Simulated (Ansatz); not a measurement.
The same hydrogenolysis along the group Si, Ge, Sn.

Calculated with Ansatz (gas phase, PBE0-D4/def2-TZVP geometries, no zero-point term in ΔE). CBS: MP2 limit from def2 TZ/QZ plus the TZ coupled-cluster correction, frozen cores. This one scheme is used for every species. Functionals use def2-TZVPP. Elements past krypton have def2 core potentials. For Ge, Sn outer-core shells are correlated without core-valence functions, which leaves a few kJ/mol of doubt a bond. Scalar relativity is left out up to krypton. Each species was taken in one conformer, which may not be the lowest.

| reaction | B2PLYP (kcal/mol) | MP2/CBS(def2) (kcal/mol) | CCSD/CBS(def2) (kcal/mol) | ωB97X-V (kcal/mol) |
| --- | --- | --- | --- | --- |
| `S[Si](S)(S)S` + H₂ → `S[SiH](S)S` + H₂S | 9.0 | 14.3 | 9.3 | 9.9 |
| `[SH][Ge]([SH])([SH])[SH]` + H₂ → `[SH][GeH]([SH])[SH]` + H₂S | 7.3 | 11.6 | 7.0 | 7.4 |
| `[SH][Sn]([SH])([SH])[SH]` + H₂ → `[SH][SnH]([SH])[SH]` + H₂S | 10.8 | 15.3 | 10.6 | 10.2 |

(1) Give the CCSD(T)/CBS values in the same order. (An estimate is asked.)

Largest T1 diagnostic: 0.012, for `[SH][Sn]([SH])([SH])[SH]`.

## Answers

(1) The calculation gave: 11.0, 8.6, 12.2 kcal/mol.
